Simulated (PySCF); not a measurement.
CH₅N₂S, charge +1, singlet, geometry from GFN2-xTB; CCSD/6-31G (PySCF).

Input for PySCF:
```python
from pyscf import gto, scf, cc

mol = gto.Mole()
mol.atom = '''
N 
C  1 1.331089
N  2 1.534858 1 112.616342
S  2 1.607161 1 130.504223 3 180.000000
H  1 1.008427 2 125.031835 3 -0.000000
H  1 1.009838 5 117.201634 2 180.000000
H  3 1.033424 2 106.257165 1 180.000000
H  3 1.030996 7 108.700537 2 120.950307
H  3 1.030996 8 108.649968 7 -118.131375
'''
mol.basis = '6-31g'
mol.charge = 1
mol.spin = 0
mol.verbose = 3
mol.build()

mf = scf.RHF(mol)
mf.kernel()

mycc = cc.CCSD(mf)
mycc.kernel()
print('E(CCSD) = %.10f' % mycc.e_tot)
mf.analyze()
```

What the program printed (banner, timings and long lists left out):

```
converged SCF energy = -546.836067600036
E(CCSD) = -547.2433091178974  E_corr = -0.4072415178611627
E(CCSD) = -547.2433091179
**** MO energy ****
MO #1   energy= -92.1104746089924  occ= 2
MO #2   energy= -15.929764199838   occ= 2
MO #3   energy= -15.8171615174842  occ= 2
MO #4   energy= -11.6187657504834  occ= 2
MO #5   energy= -9.12930594305628  occ= 2
MO #6   energy= -6.81117602077434  occ= 2
MO #7   energy= -6.80753216266378  occ= 2
MO #8   energy= -6.80620877630965  occ= 2
MO #9   energy= -1.56492669159984  occ= 2
MO #10  energy= -1.45641074267983  occ= 2
MO #11  energy= -1.24244543480152  occ= 2
MO #12  energy= -1.04901226849819  occ= 2
MO #13  energy= -0.995540119945056 occ= 2
MO #14  energy= -0.988005365383483 occ= 2
MO #15  energy= -0.958855447111645 occ= 2
MO #16  energy= -0.87468937991093  occ= 2
MO #17  energy= -0.744428132398936 occ= 2
MO #18  energy= -0.723449947356105 occ= 2
MO #19  energy= -0.544357139040221 occ= 2
MO #20  energy= -0.539165102677759 occ= 2
MO #21  energy= -0.102170344304644 occ= 0
MO #22  energy= -0.0444819069151936 occ= 0
MO #23  energy= 0.0203971728471384 occ= 0
MO #24  energy= 0.0402324149769537 occ= 0
MO #25  energy= 0.0413360681209022 occ= 0
MO #26  energy= 0.0679503179887058 occ= 0
MO #27  energy= 0.095329727455985  occ= 0
MO #28  energy= 0.180823085650557  occ= 0
 ** Mulliken atomic charges  **
charge of    0N =     -0.36550
charge of    1C =      0.17010
charge of    2N =     -0.23554
charge of    3S =     -0.08843
charge of    4H =      0.27107
charge of    5H =      0.30108
charge of    6H =      0.32529
charge of    7H =      0.31096
charge of    8H =      0.31096

WARN: System has nonzero charge 1; the dipole moment is origin-dependent.
Location of origin: [0. 0. 0.]

Dipole moment(X, Y, Z, Debye):  5.32738, -0.00000,  7.22370
```
